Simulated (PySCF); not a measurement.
C5H12BN.
Z-matrix (Å and degrees, PBE0-D3(BJ)/def2-SVP geometry), rows numbered from 1:
```
N 
B   1  1.3926
C   2  1.5763  1  122.72
C   3  1.5360  2  113.64  1   122.28
C   4  1.5318  3  104.16  2   164.25
C   5  1.5429  4  105.31  3   -32.19
C   3  1.5385  2  113.61  1  -122.38
H   1  1.0110  2  123.30  3  -179.71
H   1  1.0126  2  122.91  3     0.05
H   2  1.2175  1  117.56  3   179.87
H   3  1.1082  2  110.99  1     0.31
H   4  1.1016  3  113.34  2   -72.57
H   4  1.1048  3  109.23  2    46.45
H   5  1.1010  4  112.61  3  -155.67
H   5  1.1023  4  109.38  3    86.11
H   6  1.1012  5  110.77  4   129.88
H   6  1.1010  5  111.95  4  -111.79
H   7  1.1037  3  109.07  2   -39.99
H   7  1.1011  3  112.69  2    78.02
```

The closed-shell ground state was solved at several levels (PySCF, density fitting, gas phase, non-relativistic).

```json
{"level": "PBE0/pcSseg-1", "basis functions": "179", "HOMO (eV)": "-8.11", "LUMO (eV)": "0.77", "gap (eV)": "8.88", "dipole (D)": "1.79"}
{"level": "mPW1PW91/pcSseg-1", "basis functions": "179", "HOMO (eV)": "-8.15", "LUMO (eV)": "0.78", "gap (eV)": "8.93", "dipole (D)": "1.77"}
{"level": "CAM-B3LYP/def2-SVPD", "basis functions": "236", "HOMO (eV)": "-9.54", "LUMO (eV)": "1.06", "gap (eV)": "10.60", "dipole (D)": "1.63"}
```

(1) Estimate the row for B3LYP/pcJ-1, a basis of 309 functions; the other rows only guide the guess.

(2) Over all these levels, which gives the widest orbital gap and which the narrowest?

(3) How far do the dipole and the HOMO energy spread over the levels?

Results:

(1) HOMO -7.90 eV, LUMO 0.57 eV, gap 8.47 eV, dipole 1.81 D.

(2) CAM-B3LYP/def2-SVPD (range-separated hybrid) has the widest, 10.60 eV, and B3LYP/pcJ-1 (global hybrid, 20 % exact exchange) the narrowest, 8.47 eV. Functional and basis both differ between the two, so the spread mixes both effects.

(3) The dipole runs from 1.63 to 1.81 D (mean 1.75 D) and the HOMO from -9.54 to -7.90 eV.

One conformer stands for the species.
